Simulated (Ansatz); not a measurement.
Reaction (redistribution): `CB(C)[SiH2]N` + `[CH3][In]([NH2])[Cl]` → `CB[SiH2]N` + `C[NH][In]([CH3])[Cl]`

Gas-phase electronic energies from Ansatz, PBE0-D4/def2-TZVP geometries. CBS: MP2 limit from def2 TZ/QZ plus the TZ coupled-cluster correction, frozen cores. Elements past krypton have def2 core potentials. For In outer-core shells are correlated without core-valence functions, which leaves a few kJ/mol of doubt a bond. One conformer a species, not always the lowest.

```tsv
species	CCSD/def2-TZVPP energy (Eh)
`CB(C)[SiH2]N`	-450.58003
`[CH3][In]([NH2])[Cl]`	-744.95917
`CB[SiH2]N`	-411.33068
`C[NH][In]([CH3])[Cl]`	-784.17576
```

Q: Work out ΔE.

A: ΔE = (-411.33068) + (-784.17576) − (-450.58003) − (-744.95917) = 0.03276 Eh = +86.0 kJ/mol. CCSD(T)/CBS gives +89.1 kJ/mol.

Largest T1 diagnostic among the species: 0.013.

In def2-TZVPP, CCSD(T) changes the Hartree–Fock value by +10.3 kJ/mol (the triples alone add +1.3 kJ/mol) and MP2 by +14.0 kJ/mol.
